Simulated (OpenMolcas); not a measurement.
## 4s2 4p along the 31-electron sequence

- Program: OpenMolcas 26.06
- Method: SS-RASPT2, IPEA 0.25 Eh, imaginary shift 0.1 Eh
- Basis: ANO-R2
- Scalar Hamiltonian: X2C, finite nucleus
- Spin-orbit coupling: RASSI with atomic mean-field integrals over the reference wave functions, term energies averaged over their components

Active space for each ion: 3 electrons in 9 orbitals (RAS2 4s 4p; RAS3 4d, at most 2 electrons); closed shells correlated by CASPT2: 3d.

Computed levels in cm-1 above 2P* 1/2:

| Level | Ga | Ge+ | As2+ | Se3+ | Br4+ | Kr5+ |
| --- | --- | --- | --- | --- | --- | --- |
| 2P* 3/2 | 794 | 1608 | 2578 | 3833 | 5464 | 7372 |
| weight of 2P* in the lowest level (%) | 100 | 100 | 100 | 100 | 100 | 100 |

Measured, with the error of the calculation in %. Measured levels: Ga, Ge+ from NIST Handbook of Basic Atomic Spectroscopic Data; As2+, Se3+, Br4+ from Moore, Atomic Energy Levels, vol. II, NSRDS-NBS 35 (1971 reprint of NBS Circular 467, 1952); Kr5+ from Saloman, J. Phys. Chem. Ref. Data 36, 215 (2007).

| Level | Ga | Ge+ | As2+ | Se3+ | Br4+ | Kr5+ |
| --- | --- | --- | --- | --- | --- | --- |
| 2P* 3/2 | 826 (-3.9) | 1767 (-9.0) | 2940 (-12.3) | 4376 (-12.4) | 6090 (-10.3) | 8110 (-9.1) |

The fine-structure level 2P* 3/2 changes by a factor of 9.28 from Ga to Kr5+. Its fourth root runs 5.31, 6.33, 7.13, 7.87, 8.60, 9.27, with steps per unit of Z of 1.02, 0.79, 0.74, 0.73, 0.67; equal steps would mean a (Z - σ)^4 law with constant σ.

Active for correlation alone: 4d; no level in the range computed is led by a configuration that fills it, so any true level of that kind is missing. Some high roots are left out of the spin-orbit mixing, which shifts the levels that they would mix with (holds for Ga; Ge+). Computed and measured levels are paired by configuration, term and J; levels that our copy of the source lacks, or whose pairing is in doubt (as where it misses far off the trend of its configuration), stay unpaired and out of the deviations. Only configurations of the active space appear.

* marks odd parity.
